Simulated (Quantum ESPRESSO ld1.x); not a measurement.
Input file for ld1.x (Quantum ESPRESSO 7.5):

```
 &input
    atom='Ta',
    iswitch=1,
    rel=2,
    dft='PZ',
    config='[Xe] 4f14 5d2 6s2',
    rel_dist='average',
    verbosity='high',
    lsmall=.true.,
    prefix='ld1',
    max_out_wfc=37,
    file_charge='ld1.rho',
 /
```

Command: `OMP_NUM_THREADS=1 ld1.x < ld1.in > ld1.out`

Output:

```
     Program LD1 v.7.5 starts

     --------------------------- All-electron run ----------------------------

     dirac relativistic calculation

     atomic number is 73.00
     dft =PZ   lsd =0 sic =0 latt =0  beta=0.20 tr2=1.0E-14
     Exchange-correlation= PZ
                           (   1   1   0   0   0   0   0)
     mesh =2113 r(mesh) = 100.03704 a.u. xmin = -8.00 dx = 0.00800
     1 Ry =  13.60569312 eV, c = 137.03599908

     n l j   nl                  e(Ry)          e(Ha)          e(eV)
     Spin orbit split results
     1 0 0.5 1S 1( 2.00)   -4941.466504158   -2470.733252079 -67232.0768331
     2 0 0.5 2S 1( 2.00)    -849.124602007    -424.562301003 -11552.9287581
     2 1 0.5 2P 1( 2.00)    -811.745324033    -405.872662017 -11044.3577728
     2 1 1.5 2P 1( 4.00)    -718.482376711    -359.241188356  -9775.4507318
     3 0 0.5 3S 1( 2.00)    -195.025782543     -97.512891271  -2653.4609483
     3 1 0.5 3P 1( 2.00)    -178.389512118     -89.194756059  -2427.1129582
     3 1 1.5 3P 1( 4.00)    -158.316979312     -79.158489656  -2154.0122367
     4 0 0.5 4S 1( 2.00)     -40.286973443     -20.143486722   -548.1321975
     4 1 0.5 4P 1( 2.00)     -33.432640871     -16.716320435   -454.8742520
     4 1 1.5 4P 1( 4.00)     -28.793878087     -14.396939044   -391.7606691
     3 2 1.5 3D 1( 4.00)    -130.150652091     -65.075326045  -1770.7898321
     3 2 2.5 3D 1( 6.00)    -125.775110603     -62.887555301  -1711.2575574
     5 0 0.5 5S 1( 2.00)      -6.086734946      -3.043367473    -82.8142478
     5 1 0.5 5P 1( 2.00)      -4.087369879      -2.043684939    -55.6115003
     5 1 1.5 5P 1( 4.00)      -3.430531309      -1.715265655    -46.6747562
     4 2 1.5 4D 1( 4.00)     -17.515166704      -8.757583352   -238.3059832
     4 2 2.5 4D 1( 6.00)     -16.663075946      -8.331537973   -226.7126978
     4 3 2.5 4F 1( 6.00)      -2.631699628      -1.315849814    -35.8060975
     4 3 3.5 4F 1( 8.00)      -2.485629710      -1.242814855    -33.8187151
     5 2 1.5 5D 1( 0.80)      -0.939995728      -0.469997864    -12.7892934
     5 2 2.5 5D 1( 1.20)      -0.888186683      -0.444093342    -12.0843954
     6 0 0.5 6S 1( 2.00)      -0.938849727      -0.469424863    -12.7737013
     Averaged results
     1 0     1S 1( 2.00)   -4941.466504158   -2470.733252079 -67232.0768331
     2 0     2S 1( 2.00)    -849.124602007    -424.562301003 -11552.9287581
     2 1     2P 1( 6.00)    -749.570025819    -374.785012909 -10198.4197455
     3 0     3S 1( 2.00)    -195.025782543     -97.512891271  -2653.4609483
     3 1     3P 1( 6.00)    -165.007823581     -82.503911790  -2245.0458105
     4 0     4S 1( 2.00)     -40.286973443     -20.143486722   -548.1321975
     4 1     4P 1( 6.00)     -30.340132348     -15.170066174   -412.7985300
     3 2     3D 1(10.00)    -127.525327198     -63.762663599  -1735.0704673
     5 0     5S 1( 2.00)      -6.086734946      -3.043367473    -82.8142478
     5 1     5P 1( 6.00)      -3.649477499      -1.824738750    -49.6536709
     4 2     4D 1(10.00)     -17.003912249      -8.501956125   -231.3500120
     4 3     4F 1(14.00)      -2.548231104      -1.274115552    -34.6704504
     5 2     5D 1( 2.00)      -0.908910301      -0.454455151    -12.3663546
     6 0     6S 1( 2.00)      -0.938849727      -0.469424863    -12.7737013

     final scf error:  4.5E-15 reached in  25 iterations

     Etot =  -31232.726309 Ry,  -15616.363155 Ha, -424942.889559 eV

     Ekin =   35060.343259 Ry,   17530.171630 Ha,  477020.271174 eV
     Encl =  -77871.820816 Ry,  -38935.910408 Ha,-1059500.096946 eV
     Eh   =   12194.164744 Ry,    6097.082372 Ha,  165910.063399 eV
     Exc  =    -615.413497 Ry,    -307.706749 Ha,   -8373.127186 eV

     normalization and overlap integrals

     s(1S/1S) =  1.000000  <r> =   0.0187  <r2> =    0.0005  r(max) =   0.0117
     LC norm =  0.92445898 + SC norm =  0.07554102 =  1.00000000
     s(1S/2S) = -0.000000
     s(1S/3S) = -0.000000
     s(1S/4S) =  0.000000
     s(1S/5S) =  0.000000
     s(1S/6S) =  0.000000
     s(2S/2S) =  1.000000  <r> =   0.0784  <r2> =    0.0073  r(max) =   0.0668
     LC norm =  0.98292934 + SC norm =  0.01707066 =  1.00000000
     s(2S/3S) =  0.000000
     s(2S/4S) =  0.000000
     s(2S/5S) =  0.000000
     s(2S/6S) =  0.000000
     s(2P/2P) =  1.000000  <r> =   0.0649  <r2> =    0.0052  r(max) =   0.0505
     LC norm =  0.98285084 + SC norm =  0.01714916 =  1.00000000
     s(2P/3P) =  0.000000
     s(2P/4P) =  0.000000
     s(2P/5P) =  0.000000
     s(2P/2P) =  1.000000  <r> =   0.0727  <r2> =    0.0064  r(max) =   0.0569
     LC norm =  0.98447374 + SC norm =  0.01552626 =  1.00000000
     s(2P/3P) =  0.000000
     s(2P/4P) =  0.000000
     s(2P/5P) =  0.000000
     s(3S/3S) =  1.000000  <r> =   0.2045  <r2> =    0.0479  r(max) =   0.1889
     LC norm =  0.99440255 + SC norm =  0.00559745 =  1.00000000
     s(3S/4S) =  0.000000
     s(3S/5S) =  0.000000
     s(3S/6S) =  0.000000
     s(3P/3P) =  1.000000  <r> =   0.1944  <r2> =    0.0440  r(max) =   0.1772
     LC norm =  0.99445396 + SC norm =  0.00554604 =  1.00000000
     s(3P/4P) =  0.000000
     s(3P/5P) =  0.000000
     s(3P/3P) =  1.000000  <r> =   0.2090  <r2> =    0.0507  r(max) =   0.1904
     LC norm =  0.99492120 + SC norm =  0.00507880 =  1.00000000
     s(3P/4P) =  0.000000
     s(3P/5P) =  0.000000
     s(4S/4S) =  1.000000  <r> =   0.4589  <r2> =    0.2381  r(max) =   0.4307
     LC norm =  0.99815917 + SC norm =  0.00184083 =  1.00000000
     s(4S/5S) =  0.000000
     s(4S/6S) =  0.000000
     s(4P/4P) =  1.000000  <r> =   0.4646  <r2> =    0.2460  r(max) =   0.4307
     LC norm =  0.99824753 + SC norm =  0.00175247 =  1.00000000
     s(4P/5P) =  0.000000
     s(4P/4P) =  1.000000  <r> =   0.4979  <r2> =    0.2823  r(max) =   0.4591
     LC norm =  0.99842961 + SC norm =  0.00157039 =  1.00000000
     s(4P/5P) =  0.000000
     s(3D/3D) =  1.000000  <r> =   0.1830  <r2> =    0.0393  r(max) =   0.1498
     LC norm =  0.99503208 + SC norm =  0.00496792 =  1.00000000
     s(3D/4D) =  0.000000
     s(3D/5D) =  0.000000
     s(3D/3D) =  1.000000  <r> =   0.1875  <r2> =    0.0412  r(max) =   0.1534
     LC norm =  0.99516180 + SC norm =  0.00483820 =  1.00000000
     s(3D/4D) = -0.000000
     s(3D/5D) = -0.000000
     s(5S/5S) =  1.000000  <r> =   1.0982  <r2> =    1.3563  r(max) =   0.9896
     LC norm =  0.99959756 + SC norm =  0.00040244 =  1.00000000
     s(5S/6S) =  0.000000
     s(5P/5P) =  1.000000  <r> =   1.2141  <r2> =    1.6719  r(max) =   1.0635
     LC norm =  0.99967172 + SC norm =  0.00032828 =  1.00000000
     s(5P/5P) =  1.000000  <r> =   1.3191  <r2> =    1.9753  r(max) =   1.1520
     LC norm =  0.99971941 + SC norm =  0.00028059 =  1.00000000
     s(4D/4D) =  1.000000  <r> =   0.5167  <r2> =    0.3099  r(max) =   0.4555
     LC norm =  0.99862235 + SC norm =  0.00137765 =  1.00000000
     s(4D/5D) =  0.000000
     s(4D/4D) =  1.000000  <r> =   0.5283  <r2> =    0.3238  r(max) =   0.4665
     LC norm =  0.99867083 + SC norm =  0.00132917 =  1.00000000
     s(4D/5D) = -0.000000
     s(4F/4F) =  1.000000  <r> =   0.6329  <r2> =    0.5088  r(max) =   0.4376
     LC norm =  0.99908594 + SC norm =  0.00091406 =  1.00000000
     s(4F/4F) =  1.000000  <r> =   0.6437  <r2> =    0.5276  r(max) =   0.4447
     LC norm =  0.99910728 + SC norm =  0.00089272 =  1.00000000
     s(5D/5D) =  1.000000  <r> =   1.9752  <r2> =    4.6309  r(max) =   1.5122
     LC norm =  0.99987425 + SC norm =  0.00012575 =  1.00000000
     s(5D/5D) =  1.000000  <r> =   2.0428  <r2> =    4.9562  r(max) =   1.5613
     LC norm =  0.99988249 + SC norm =  0.00011751 =  1.00000000
     s(6S/6S) =  1.000000  <r> =   2.9734  <r2> =    9.9445  r(max) =   2.6053
     LC norm =  0.99994234 + SC norm =  0.00005766 =  1.00000000

     LC charge = 71.58434955 + SC charge =  0.41565045 = 72.00000000

     ------------------------ End of All-electron run ------------------------
```

Run on one thread of a shared host, so times are rough (Intel(R) Xeon(R) Processor @ 2.60GHz): 0.69 s of CPU time, 0.74 s wall, 25 iterations on 2113 mesh points.
